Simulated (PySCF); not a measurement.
## SiBr under electron impact: the energy ladder

PBE in PySCF with def2-TZVPPD on every atom, for the lowest determinant that a PBE0 search found; no spin–orbit coupling.

| species | state (unpaired electrons) | Re (Å) | ωe (cm⁻¹) | energy of the minimum from the neutral (eV) | De (eV) | dissociates to |
| --- | --- | --- | --- | --- | --- | --- |
| SiBr | doublet (π ↑) | 2.250 | 406 | 0.00 | 4.08 | Si + Br |
| SiBr⁺ | singlet (closed shell) | 2.131 | 508 | 7.27 | 5.00 | Si⁺ + Br |
| SiBr⁻ | triplet (π ↑↑) | 2.446 | 277 | -1.35 | 1.92 | Si + Br⁻ |

Problem. Work out the lowest energy to break SiBr into atoms, from its vibrational ground state.

Solution. D0 = De − ωe/2 = 4.08 − 0.03 = 4.05 eV (PBE/def2-TZVPPD).

Problem. Work out the ionisation energy of the Si atom at this level and the threshold of dissociative ionisation.

Solution. IE(Si) = 7.27 + 5.00 − 4.08 = 8.19 eV, so Si⁺ + Br + e⁻ appears at D0 + IE(Si) = 12.24 eV (PBE/def2-TZVPPD). The measured IE(Si) is 8.152 eV (NIST ASD).

Problem. Work out the electron affinity of the Br atom and the threshold of dissociative attachment.

Solution. EA(Br) = 4.08 − 1.92 − (-1.35) = 3.51 eV, so Si + Br⁻ needs D0 − EA(Br) = 0.54 eV (PBE/def2-TZVPPD). The measured EA(Br) is 3.364 eV.

Problem. At which energy does ion-pair formation open?

Solution. Si⁺ + Br⁻ lies at D0 + IE(Si) − EA(Br) = 8.73 eV (PBE/def2-TZVPPD).

These are thermodynamic thresholds; the onsets seen under electron impact lie higher where the geometry changes, and cross-sections peak well above them.

Spin–orbit coupling is left out. For an ion De counts to the pair picked by the measured ionisation energies or electron affinities, which need not be the lowest pair at this level. The highest Kohn–Sham level is positive in this anion. Much of that is self-interaction error, but it also means that the finite basis helps to hold the extra electron. States were picked by a PBE0 search and need not be the measured ground states.
